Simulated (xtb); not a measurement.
xtb input (GFN2-xTB):

```bash
xtb mol.xyz --gfn 2 --ohess tight --chrg 0 --uhf 0
```
mol.xyz:
```
6

F     -1.54627899    -1.03328954     0.49354149
B     -0.83708352    -0.03209719    -0.06987282
F     -1.61772589     0.85230898    -0.63768543
B      0.87698360     0.06824335     0.06327294
F      1.64754946    -0.88131738    -0.44361689
F      1.48736051     1.01694102     0.65952337
```

Output:

```
           -------------------------------------------------
          |                Calculation Setup                |
           -------------------------------------------------

           -------------------------------------------------
          |                 G F N 2 - x T B                 |
           -------------------------------------------------

        Reference                      10.1021/acs.jctc.8b01176
      * Hamiltonian:
        H0-scaling (s, p, d)           1.850000    2.230000    2.230000
        zeta-weighting                 0.500000
      * Dispersion:
        s8                             2.700000
        a1                             0.520000
        a2                             5.000000
        s9                             5.000000
      * Repulsion:
        kExp                           1.500000    1.000000
        rExp                           1.000000
      * Coulomb:
        alpha                          2.000000
        third order                    shell-resolved
        anisotropic                    true
        a3                             3.000000
        a5                             4.000000
        cn-shift                       1.200000
        cn-exp                         4.000000
        max-rad                        5.000000

          ...................................................
          :                      SETUP                      :
          :.................................................:
          :  # basis functions                  24          :
          :  # atomic orbitals                  24          :
          :  # shells                           12          :
          :  # electrons                        34          :
          :  max. iterations                   250          :
          :  Hamiltonian                  GFN2-xTB          :
          :  restarted?                      false          :
          :  GBSA solvation                  false          :
          :  PC potential                    false          :
          :  electronic temp.          300.0000000     K    :
          :  accuracy                    1.0000000          :
          :  -> integral cutoff          0.2500000E+02      :
          :  -> integral neglect         0.1000000E-07      :
          :  -> SCF convergence          0.1000000E-05 Eh   :
          :  -> wf. convergence          0.1000000E-03 e    :
          :  Broyden damping             0.4000000          :
          :  net charge                          0          :
          :  unpaired electrons                  0          :
          ...................................................

 iter      E             dE          RMSdq      gap      omega  full diag
   1    -21.5675621 -0.215676E+02  0.125E+01    3.87       0.0  T
   2    -21.6282032 -0.606411E-01  0.711E+00    3.79       1.0  T
   3    -21.6340167 -0.581358E-02  0.156E+00    4.35       1.0  T
   4    -21.6375965 -0.357980E-02  0.546E-01    4.33       1.0  T
   5    -21.6371912  0.405356E-03  0.416E-01    4.35       1.0  T
   6    -21.6377828 -0.591634E-03  0.101E-01    4.33       1.0  T
[...]
           -------------------------------------------------

      molecular mass/u    :       97.6156687
   center of mass at/Å    :        0.0018109      -0.0015789       0.0108413
  moments of inertia/u·Å² :        0.9097275E+02   0.2534477E+03   0.2536241E+03
rotational constants/cm⁻¹ :        0.1853042E+00   0.6651327E-01   0.6646699E-01

 * 4 selected distances

     #   Z          #   Z                                           value/Å
     1   9 F        2   5 B                                       1.3159173
     2   5 B        3   9 F                                       1.3158526 (min)
     4   5 B        5   9 F                                       1.3159356 (max)
     4   5 B        6   9 F                                       1.3158832

 * 1 distinct bonds (by element types)

   Z      Z             #   av. dist./Å        max./Å        min./Å
   5 B    9 F           4     1.3158972     1.3159356     1.3158526

           -------------------------------------------------
          |               Frequency Printout                |
           -------------------------------------------------
 projected vibrational frequencies (cm⁻¹)
eigval :       -0.00    -0.00     0.00     0.00     0.00     0.00
eigval :       26.63   144.69   144.85   303.34   498.17   530.50
eigval :      530.79   598.97  1156.45  1262.02  1262.20  1289.57
 reduced masses (amu)
   1: 17.98   2: 17.83   3: 18.11   4: 17.53   5: 18.08   6: 17.99   7: 19.00   8: 17.58
   9: 17.58  10: 18.61  11: 17.38  12: 12.24  13: 12.23  14: 17.22  15: 14.24  16: 13.13
  17: 13.13  18: 12.98
 IR intensities (km·mol⁻¹)
   1:  0.00   2:  0.00   3:  0.00   4:  0.00   5:  0.00   6:  0.00   7:  0.00   8: 10.57
   9: 10.61  10:  0.00  11: 66.28  12: 50.87  13: 50.76  14:  0.00  15:335.05  16:368.28
  17:368.62  18:  0.01
 Raman intensities (Ä⁴*amu⁻¹)
   1:  0.00   2:  0.00   3:  0.00   4:  0.00   5:  0.00   6:  0.00   7:  0.00   8:  0.00
Molecule has the following symmetry elements: 3*(C2) (S4) 2*(sigma)
It seems to be the D2d point group
   9:  0.00  10:  0.00  11:  0.00  12:  0.00  13:  0.00  14:  0.00  15:  0.00  16:  0.00
  17:  0.00  18:  0.00
 output can be read by thermo (or use thermo option).
 writing <g98.out> molden fake output.
 recommended (thermochemical) frequency scaling factor: 1.0
           -------------------------------------------------
          |             Thermodynamic Functions             |
           -------------------------------------------------

d2d symmetry found (for desy threshold:  0.10E+00) used in thermo

          ...................................................
          :                      SETUP                      :
          :.................................................:
          :  # frequencies                          12      :
          :  # imaginary freq.                       0      :
          :  linear?                             false      :
          :  only rotor calc.                    false      :
          :  symmetry                              d2d      :
          :  rotational number                       4      :
          :  scaling factor                  1.0000000      :
          :  rotor cutoff                   50.0000000 cm⁻¹ :
          :  imag. cutoff                  -20.0000000 cm⁻¹ :
          :.................................................:

    mode    ω/cm⁻¹     T·S(HO)/kcal·mol⁻¹    T·S(FR)/kcal·mol⁻¹   T·S(vib)
   ------------------------------------------------------------------------
       1     26.63    -1.80845 (  7.45%)    -1.24220 ( 92.55%)    -1.28439
       2    144.69    -0.81721 ( 98.59%)    -0.74160 (  1.41%)    -0.81615
       3    144.85    -0.81659 ( 98.60%)    -0.74128 (  1.40%)    -0.81553
   ------------------------------------------------------------------------

   temp. (K)  partition function   enthalpy   heat capacity  entropy
                                   cal/mol     cal/K/mol   cal/K/mol   J/K/mol
 298.15  VIB   59.0                 2167.647     11.902     13.607
         ROT  0.462E+05              888.752      2.981     24.325
         INT  0.272E+07             3056.399     14.883     37.932
         TR   0.933E+27             1481.254      4.968     39.628
         TOT                        4537.6529    19.8507    77.5603   324.5122

       T/K    H(0)-H(T)+PV         H(T)/Eh          T*S/Eh         G(T)/Eh
   ------------------------------------------------------------------------
    298.15    0.723121E-02    0.248828E-01    0.368514E-01   -0.119685E-01
   ------------------------------------------------------------------------

         :::::::::::::::::::::::::::::::::::::::::::::::::::::
         ::                  THERMODYNAMIC                  ::
         :::::::::::::::::::::::::::::::::::::::::::::::::::::
         :: total free energy         -21.581305641525 Eh   ::
         ::.................................................::
         :: total energy              -21.569337099213 Eh   ::
         :: zero point energy           0.017651633287 Eh   ::
         :: G(RRHO) w/o ZPVE           -0.029620175598 Eh   ::
         :: G(RRHO) contrib.           -0.011968542312 Eh   ::
         :::::::::::::::::::::::::::::::::::::::::::::::::::::

optimized geometry written to: xtbopt.xyz

           -------------------------------------------------
          | TOTAL ENERGY              -21.569337099213 Eh   |
          | TOTAL ENTHALPY            -21.544454255765 Eh   |
          | TOTAL FREE ENERGY         -21.581305641525 Eh   |
          | GRADIENT NORM               0.000131184351 Eh/α |
          | HOMO-LUMO GAP               5.084374785256 eV   |
           -------------------------------------------------

------------------------------------------------------------------------
------------------------------------------------------------------------
 total:
 SCF:
Note: The following floating-point exceptions are signalling: IEEE_DENORMAL
normal termination of xtb
 ANC optimizer:
 analytical hessian:
```
